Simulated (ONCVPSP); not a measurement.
O: variants of one ONCV potential

Base potential:

* Element: oxygen (O)
* Generator: ONCVPSP 4.0.1
* Type: optimised norm-conserving Vanderbilt (ONCV)
* Functional: PBE
* Relativity: scalar-relativistic
* Frozen core: [He]
* Valence charge: 6
* Reference configuration: 2s2 2p4
* Partial waves: 2s: rc 0.85 bohr, ncon 4, nbas 8, qcut 8.2 1/bohr, 3 projectors, debl 1 Ha; 2p: rc 1.90 bohr, ncon 4, nbas 8, qcut 7.3 1/bohr, 2 projectors, debl 0.4 Ha; d scattering state at 0.19 Ha: rc 1.55 bohr, ncon 4, nbas 8, qcut 5.6 1/bohr, 2 projectors, debl 2.4 Ha
* Local potential: polynomial inside 0.75 bohr (lpopt 5, dvloc0 2 Ha)
* Core correction: Teter function fitted to the true core (icmod 2), fcfact 0.4

Cutoffs, loose and tight: the cutoffs (Ha) at which the residual kinetic energy of the hardest occupied pseudo-wave falls to 1 and 0.1 mHa per electron. They do not see the model core or the augmentation charge, which bear on the density cutoff. Test errors are all-electron minus pseudo excitation energies from the reference, over the configurations 2s2 2p3; 2s2 2p2; 2s2 2p1; 2s2 2p3.5. A dash means not determined; rows that change the core or the reference have their own tests.

A true bound ghost makes a file unfit for plane-wave use even where its test errors are small: the radial tests pick states by their node count and pass the ghost by.

| change | outcome | cutoff, loose | cutoff, tight | bound ghosts | GHOST(+) flags above zero | largest test error (meV) |
| --- | --- | --- | --- | --- | --- | --- |
| base | generated | 40 Ha | 208 Ha | s | none | +2234 |
| p: rc 1.72 | generated | 40 Ha | 208 Ha | s | none | +1747 |
| p: rc 1.84 | generated | 40 Ha | 208 Ha | s | none | +2063 |
| p: rc 2.04 | generated | 40 Ha | 208 Ha | s | none | +2675 |
| p: rc 2.26 | generated | 40 Ha | 208 Ha | s | none | +3429 |
| p: rc 2.42 | generated | 40 Ha | 208 Ha | s | none | +4000 |
| p: rc 2.76 | generated | 40 Ha | 208 Ha | s | none | +5361 |

Problem. What comes out with this change to the base: p: rc 1.46?

Solution. outcome: generated; cutoff, loose: 40 Ha; cutoff, tight: 208 Ha; bound ghosts: s; GHOST(+) flags above zero: none; largest test error (meV): +1127.

Problem. What comes out with this change to the base: p: rc 1.3?

Solution. outcome: generated; cutoff, loose: 40 Ha; cutoff, tight: 208 Ha; bound ghosts: s; GHOST(+) flags above zero: none; largest test error (meV): +835.

Problem. What comes out with this change to the base: p: rc 2.54?

Solution. outcome: generated; cutoff, loose: 40 Ha; cutoff, tight: 208 Ha; bound ghosts: s; GHOST(+) flags above zero: none; largest test error (meV): +4435.

Reading the sweep of the p radius (base included, trends over the rows without a ghost): Bound ghosts are found at 1.3, 1.46, 1.72, 1.84, 1.9, 2.04, 2.26, 2.42, 2.54, 2.76 bohr. Every judged row has one, so this setting neither creates nor removes them.
